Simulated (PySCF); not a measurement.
Computed spin Hamiltonian

Compound: C₄H₉OSi (doublet state).
Structure used (GFN2-xTB), in Å, numbered top down from 1:
```xyz
15
C4H9OSi angstrom
C      2.7358    0.6969   -0.3081
C      1.5625    0.2418   -0.5979
Si     0.2491   -1.0493   -0.6837
O     -0.3398   -1.1601   -2.2010
C     -1.0708   -0.5040    0.5829
C     -1.6582    0.8749    0.2966
H      3.5447    0.0890    0.0941
H      3.0088    1.7366   -0.4549
H      0.6547   -2.4403   -0.4797
H     -0.7482   -0.4131   -2.6299
H     -1.8805   -1.2356    0.5994
H     -0.6406   -0.5018    1.5848
H     -2.3852    1.1563    1.0577
H     -2.1624    0.8869   -0.6687
H     -0.8743    1.6298    0.2809
```

The hyperfine couplings belong to this conformer and change with its torsions.

The species is `C=[C][Si@H](O)CC` [radical].

Theory: PySCF, UKS B3LYP, pcH-1 on C H O Si, non-relativistic, mean-field spin-orbit, GIAO. Isolated species at its GFN2-xTB geometry (one conformer only). Couplings are sensitive to structure, and on GFN2-xTB geometries they can be far from those on DFT ones. The SCF solution wasn't tested for stability.

- g1, g2, g3: 2.00166, 2.00210, 2.00295
- g_iso: 2.00224
- Form of g: rhombic: the two nearest values differ by 34 % of g3 − g1
- ⟨S²⟩: 0.7579 (exact 0.7500)
- Basis functions: 250

Isotropic coupling and dipolar principal values T1 to T3, in G; ρ(0) is the spin density at the nucleus (MHz turned into gauss with g_iso; 10 G = 1 mT):

| atom | isotope | a_iso | of which spin–orbit | T1 | T2 | T3 | Mulliken spin population | ρ(0) (bohr⁻³) |
| --- | --- | --- | --- | --- | --- | --- | --- | --- |
| C1 | 13C | -16.3 | 0.0 | -5.6 | 1.2 | 4.4 | -0.18 | -0.0405 |
| C2 | 13C | 49.1 | -0.1 | -27.6 | -21.5 | 49.1 | 0.97 | 0.1226 |
| Si3 | 29Si | 3.6 | 0.0 | -3.8 | 1.1 | 2.7 | 0.01 | -0.0114 |
| O4 | 17O | -1.0 | 0.0 | -0.5 | 0.2 | 0.3 | 0.00 | 0.0046 |
| C5 | 13C | -0.1 | 0.0 | -0.2 | -0.1 | 0.3 | 0.00 | -0.0001 |
| C6 | 13C | 1.3 | 0.0 | -0.3 | -0.2 | 0.5 | 0.00 | 0.0032 |
| H7 | 1H | 67.6 | 0.0 | -1.7 | -0.8 | 2.5 | 0.09 | 0.0424 |
| H8 | 1H | 56.9 | 0.0 | -2.0 | -1.4 | 3.4 | 0.07 | 0.0357 |
| H9 | 1H | 26.6 | 0.0 | -1.3 | -0.4 | 1.7 | 0.04 | 0.0167 |
| H10 | 1H | -0.3 | 0.0 | -1.0 | -0.7 | 1.7 | 0.00 | -0.0002 |
| H11 | 1H | -0.1 | 0.0 | -0.5 | -0.4 | 0.9 | 0.00 | -0.0001 |
| H12 | 1H | 0.7 | 0.0 | -0.8 | -0.6 | 1.4 | 0.00 | 0.0005 |
| H13 | 1H | 0.5 | 0.0 | -0.4 | -0.3 | 0.7 | 0.00 | 0.0003 |
| H14 | 1H | 0.0 | 0.0 | -0.6 | -0.5 | 1.1 | 0.00 | 0.0000 |
| H15 | 1H | 1.0 | 0.0 | -1.4 | -0.9 | 2.3 | 0.00 | 0.0006 |

Largest spin populations (Mulliken): C2 (+0.97), C1 (-0.18), H7 (+0.09) and H8 (+0.07). C2 is the only atom above +0.15.

Axes: g1 points within 2° of the C1–C2 bond.

Under fast tumbling the dipolar parts average out, and these isotropic splittings remain: 1 × 1H (H7, I = 1/2, 2 lines) with 6.76 mT, 1 × 1H (H8, I = 1/2, 2 lines) with 5.69 mT, 1 × 1H (H9, I = 1/2, 2 lines) with 2.66 mT, 1 × 1H (H12, I = 1/2, 2 lines) with 0.07 mT and 3 × 1H (H13/H14/H15, I = 1/2, 4 lines) with 0.05 mT.

Means are taken over nuclei equivalent by connectivity, which assumes that they swap fast.

The 29Si coupling of Si3 (10.1 MHz) shows only in satellite lines or after enrichment, since that isotope makes up about 4.7 % of natural silicon.

The 13C coupling of C2 (137.7 MHz) shows only in satellite lines or after enrichment, since that isotope makes up about 1.07 % of natural carbon.
